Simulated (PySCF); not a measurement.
All values below come from PBE-D3(BJ)/def2-TZVP // PBE0-D4/def2-TZVP run with PySCF 2.14.0. Gas-phase values, no solvent. One relaxed conformer stands for a flexible species; it need not be the lowest. 

Reference species (SMILES): `[SiH3]Cl` (neutral, multiplicity 1).

```json
{
 "HOMO–LUMO gap": "6.69 eV",
 "S1 oscillator strength": "0.008",
 "LUMO": "-0.97 eV"
}
```

Changed species: `O=C[SiH2]Cl` (O–C–Si–Cl torsion 180°) (X = formyl; the reference has X = H).

Question: What does the change do to the HOMO–LUMO gap, S1 oscillator strength and LUMO?

Answer: the HOMO–LUMO gap falls by 3.89 eV, to 2.80 eV; the S1 oscillator strength hardly moves; the LUMO falls by 2.20 eV, to -3.17 eV.
